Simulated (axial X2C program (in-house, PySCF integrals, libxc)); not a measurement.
CuCd: properties at the nuclei

Calculated with an in-house all-electron X2C program for linear molecules (integrals from PySCF): two-component X2C with atomic mean-field Coulomb and Gaunt terms, Gaussian nuclei, basis Cd dyall-cv3z, Cu dyall-cv3z with contracted cores.

R = 2.562 Å (near the PBE0 minimum at charge 0 of the determinant lowest at the starting distance; the state shown can have its own minimum elsewhere).

Determinant lowest in the PBE0 search, Ω = 1/2 (⟨Sz⟩ = 0.50, ⟨Lz⟩ = 0.00 at PBE0), spin on the atoms Cd 0.17, Cu 0.32:

```tsv
level	Eeff magnitude (GV/cm)	Ws magnitude Cd (kHz)	A∥/gI Cd (MHz)	qzz Cd (a.u.)	A∥/gI Cu (MHz)	qzz Cu (a.u.)	μ (D)
PBE0	7	8.18	2020	-1.38	2700	0.01	-0.46
HF	10.8	12.3	1280	-1.82	2130	-0.17	0.03
PBE	5.9	7.01	2270	-1.19	2770	0.15	-0.67
TPSSh	6.78	7.98	2210	-1.35	2760	0.06	-0.53
r2SCAN	7.3	8.63	2230	-1.34	2790	0.06	-0.69
```

Determinant 2.22 eV from it at PBE0 and this distance, Ω = 3/2 (⟨Sz⟩ = 0.48, ⟨Lz⟩ = 1.02 at PBE0), spin on the atoms Cd -0.01, Cu 0.49:

```tsv
level	Eeff magnitude (GV/cm)	Ws magnitude Cd (kHz)	Ws magnitude Cu (kHz)	A∥/gI Cd (MHz)	qzz Cd (a.u.)	A∥/gI Cu (MHz)	qzz Cu (a.u.)	μ (D)
PBE0	0.347	0.112	0.0121	-9.43	-1.19	619	1.37	-0.03
HF	0.731	0.422	0.116	-5.13	-1.04	557	0.75	0.10
PBE	0.219	0.0689	0.00861	-3.07	-1.18	635	1.42	-0.06
TPSSh	0.344	0.11	0.0128	-9.91	-1.21	634	1.41	-0.10
r2SCAN	0.331	0.102	0.015	-4.08	-1.23	678	1.47	-0.07
```

Eeff is the effective electric field on the electron electric dipole moment in this Ω state and Ws the scalar–pseudoscalar constant of the nucleus named (defined with the proton number Z and per Ω); A∥ (defined per Ω) follows by multiplying with gI = μI/(I μN); qzz is the electric field gradient, eQq0 = 234.96 MHz × Q/barn × qzz; μ is positive if the Cu end (last atom) is positive. The operators were transformed with the bare-nucleus X2C matrices; with these basis sets, hyperfine constants and field gradients can be off by tens of per cent, and where levels differ in sign neither size nor sign is settled.

(1) With gI(111Cd) = -1.1898, gI(63Cu) = 1.4824 (g factors from the IAEA table of nuclear moments by Stone), turn the PBE0 values of the first state into constants in MHz.

Each state is one determinant with collinear spin. Unrestricted Hartree–Fock can overshoot spin polarisation at the nuclei. Where Eeff spreads by more than a factor of two the levels disagree and none is to be relied on. The search compared states at one distance, so a state with another bond length can lie lower. The sign of Ws at Cu differs between levels in the second state. Further determinants of the search, some of them spin-mixed, are not shown. Where a field gradient or hyperfine factor spreads by more than a factor of two over the levels, a constant derived from it is not to be relied on. PBE0 term energies can be off by some tenths of an eV.

Results:

(1) A∥(111Cd) = 2020 × -1.1898 = -2400 MHz; A∥(63Cu) = 2700 × 1.4824 = 4000 MHz.
